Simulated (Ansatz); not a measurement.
One geometry of (AgOH)2 ring (Ag2O2H2), several levels of theory.

```yaml
crystal:
  periodic: [false, false, false]
  atoms:
    - {symbol: Ag, position_ang: [1.304340, 0.242023, 0.499571]}
    - {symbol: O, position_ang: [-0.327705, 1.739214, 0.148240]}
    - {symbol: Ag, position_ang: [-1.398058, -0.216635, -0.089226]}
    - {symbol: O, position_ang: [0.184665, -1.700455, 0.478096]}
    - {symbol: H, position_ang: [-0.207505, 2.155806, -0.728160]}
    - {symbol: H, position_ang: [0.444274, -2.219963, -0.308532]}
basis:
  gaussian: {orbitals: def2-TZVP, initial_orbitals: start.molden}
hamiltonian: {xc: {name: B97M-V}}
scf: {omitted_lower_state_checks: [starts]}
output: {orbitals: {seedname: orbitals}}
```

The file start.molden holds the orbitals of an earlier run on this structure, at another level or in another basis.

```sh
$ ansatz run in.yaml --threads 4 --pin off --events-out ev --progress --plain --max-ram 3916MiB
```

Output, abridged:

```
Functional definition: B97M-V
1096 factors; their error is unknown
mean field evaluation 1: about -12126.2045 eV, gradient 1.3e1 eV
mean field evaluation 2: about -12126.3816 eV, gradient 2.7e-1 eV
mean field evaluation 4: about -12126.3822 eV, gradient 2.6e-1 eV
mean field evaluation 8: about -12126.3823 eV, gradient 1.2e-5 eV
mean field -12126.38229171 eV, -445.6363296631 hartree, gradient 1.2e-5 eV, S^2 0.000000; 0 other end points of the search recorded, 0 dependent functions left out
reference -12126.38237373 eV, -445.6363326774 hartree; 28, 28 occupied and 126, 126 virtual orbitals, 1096 factors
Total energy: -12126.38237373 eV, -445.6363326774 hartree
Checks for a lower state left out: starts
```

Run time 6.5 s (4 threads of Arm Neoverse V1 on a shared host).

As the first input, with `hamiltonian: {xc: {name: r2SCANh}, dispersion: d4}` (abridged; 3.2 s):

```
Functional definition: r2SCANh
mean field -12127.69111158 eV, -445.6844279062 hartree, gradient 2.2e-5 eV, S^2 0.000000
Total energy: -12127.72867240 eV, -445.6858082410 hartree
Checks for a lower state left out: starts
```

As the first input, with `gaussian: {orbitals: def2-SVP, initial_orbitals: start.molden}`, `hamiltonian: {xc: pbe0, dispersion: d4}` (abridged; 1.1 s):

```
Functional definition: PBE0
mean field -12116.33297629 eV, -445.2670241333 hartree, gradient 2.6e-5 eV, S^2 0.000000
Total energy: -12116.47013682 eV, -445.2720646896 hartree
Checks for a lower state left out: starts
```

The first input with `hamiltonian: {xc: {name: LC-wPBE}}` (abridged; 1.7 s):

```
Functional definition: LC-wPBE
mean field -12127.04404198 eV, -445.6606485372 hartree, gradient 1.8e-5 eV, S^2 0.000000
Total energy: -12127.04404199 eV, -445.6606485376 hartree
Checks for a lower state left out: starts
```

The first input with `hamiltonian: {xc: {name: r2SCAN0}, dispersion: d4}` (abridged; 3.4 s):

```
Functional definition: r2SCAN0
mean field -12125.91871183 eV, -445.6192934168 hartree, gradient 6.6e-6 eV, S^2 0.000000
Total energy: -12125.96101026 eV, -445.6208478554 hartree
Checks for a lower state left out: starts
```

First input, but with `hamiltonian: {xc: lda}` (abridged; 0.8 s):

```
Functional definition: SPW92
mean field -12084.91665671 eV, -444.1124956832 hartree, gradient 7.5e-5 eV, S^2 0.000000
Total energy: -12084.91670991 eV, -444.1124976383 hartree
Checks for a lower state left out: starts
```

The first input with `hamiltonian: {xc: pbe0, dispersion: d4}` (abridged; 1.7 s):

```
Functional definition: PBE0
mean field -12123.35929053 eV, -445.5252364190 hartree, gradient 1.3e-5 eV, S^2 0.000000
Total energy: -12123.49645463 eV, -445.5302771066 hartree
Checks for a lower state left out: starts
```

Geometry: PBE-D4/def2-SVP.

In the def2 sets Ag takes a core potential; there is no spin–orbit coupling. LC-ωPBE has ω = 0.4 bohr⁻¹.
